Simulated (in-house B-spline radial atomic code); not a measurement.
The numbers below are computed, except where a source is named.
## Two electrons in Si: a parabolic dot with ħω = 1.71 meV in all three directions

For Si the NSM archive of the Ioffe Institute lists m_l = 0.98 m0, m_t = 0.19 m0 and ε = 11.7; the model takes one isotropic valley with the conductivity mass 3/(1/m_l + 2/m_t) = 0.26 m0, and so misses anisotropy and the other valleys. All triplets below are those of one valley; with several valleys two electrons can form a triplet in the 1s orbital itself, at an energy set by the valley splitting.

Effective-mass model with parabolic bands, a uniform dielectric constant, no image charges, no central-cell or spin-orbit terms. Two-electron levels come from full CI in B-splines with partial waves to l = 5 (up to 0.001 effective hartree above the limit).

Problem. What are the effective units, and what is the potential in them?

Solution. Ha* = 27211.386 meV × 0.26/11.7² = 51.68 meV and a* = 0.0529177 nm × 11.7/0.26 = 2.381 nm. The frequency is ω = 0.033 Ha*. The one-electron levels are 3ω/2 = 0.0495 and 5ω/2 = 0.0825 Ha*.

In these units the lowest s and p orbitals lie at 0.049500 and 0.082500, and their Coulomb and exchange integrals are J_ss = 0.144943, J_sp = 0.120786 and K_sp = 0.02416. (For a parabolic well J_ss = √(2ω/π).) Full CI gives 0.202031 for the ground singlet, 0.215172 for the sp triplet, 0.235034 for the sp singlet and 0.248173 for the lowest triplet of two s orbitals.

Problem. What does it cost to add the second electron, to first order and exactly?

Solution. To first order E = 2ε_s + J_ss = 0.243943, so the charging energy E(2) − 2E(1) is J_ss = 7.491 meV. CI gives 0.202031 − 2 × (0.049500) = 0.103031, or 5.325 meV: relaxation and correlation lower it by 2.166 meV, 28.9 % of J_ss. The s² configuration of one-electron orbitals holds 66.0 % of the state, and the mean radius is 19.2 nm.

Problem. How far above the singlet do the triplets lie?

Solution. To first order the sp triplet lies at ε_s + ε_p + J_sp − K_sp = 0.228629, which is 0.7915 meV below 2ε_s + J_ss, so first order fails: the exact ground state of two electrons is a singlet. CI gives 0.215172 − (0.202031) = 0.013140, or 0.6791 meV, 40 % of the orbital spacing of 1.706 meV. The ss triplet lies 2.385 meV up, so the lower of the two is the sp one, and its gap equals k_BT at 7.88 K. The sp singlet-triplet splitting is 1.027 meV, against 2K_sp = 2.497 meV. The sp singlet lies ħω above the ground state (0.033002 against 0.033), as Kohn's theorem demands for a parabolic well.
